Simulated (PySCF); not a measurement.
Cartesian coordinates (Å):
```xyz
5

Hf    -0.0017     0.0003    -0.0068
Cl    -1.2206     1.9616     0.3474
Br    -0.7689    -1.7550     1.5737
Br    -0.3457    -0.7890    -2.3366
Br     2.4155     0.4364     0.3637
```
Charge 0, multiplicity 1.

**Question.** What is the computed total energy, LUMO, charge on the central atom (Mulliken), dipole moment, HOMO–LUMO gap and HOMO (TPSSh-D3(BJ)/def2-TZVP // BP86-D3(BJ)/def2-SVP (PySCF))?

**Answer.** 
```yaml
total_energy: -8230.7916 Ha
LUMO: -2.82 eV
charge on the central atom (Mulliken): 1.21 e
dipole_moment: 0.14 D
HOMO–LUMO gap: 5.46 eV
HOMO: -8.28 eV
```
